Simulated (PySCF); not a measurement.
# Working out the ionisation energy of Ni⁺

Ni⁺ [Ar] 3d9 (2D) → Ni²⁺ [Ar] 3d8 (3F). All numbers are calculated (PySCF 2.14, scalar relativity by spin-free X2C-1e, in Sapporo-DKH3-DZP-2012 (6s4p3d1f, 40 functions)). Frozen: [Ar]. Energies in hartree (1 hartree = 27.21139 eV):

```tsv
part	Ni⁺ (lower)	Ni²⁺ (upper)
UHF	-1518.761816	-1518.206293
MP2 opposite-spin	-0.195084	-0.122330
MP2 same-spin	-0.116159	-0.076877
```

Problem. What does Hartree-Fock give?

Solution. (-1518.206293) − (-1518.761816) = 0.555523 hartree = 15.117 eV.

Problem. What do MP2 and SCS-MP2 (6/5 opposite-spin, 1/3 same-spin) give?

Solution. The opposite-spin parts differ by 1.980 eV and the same-spin parts by 1.069 eV. MP2: 15.117 + (1.980) + (1.069) = 18.166 eV. SCS-MP2: 15.117 + 1.2 × (1.980) + (1.069)/3 = 17.849 eV.

Reference: 18.169 eV (measured; NIST Atomic Spectra Database, ionization energies), between the lowest levels; spin-orbit coupling is absent from the calculation.

A double-zeta basis recovers only part of the correlation energy.

What remains against the reference includes basis incompleteness, the frozen core and correlation beyond second order.
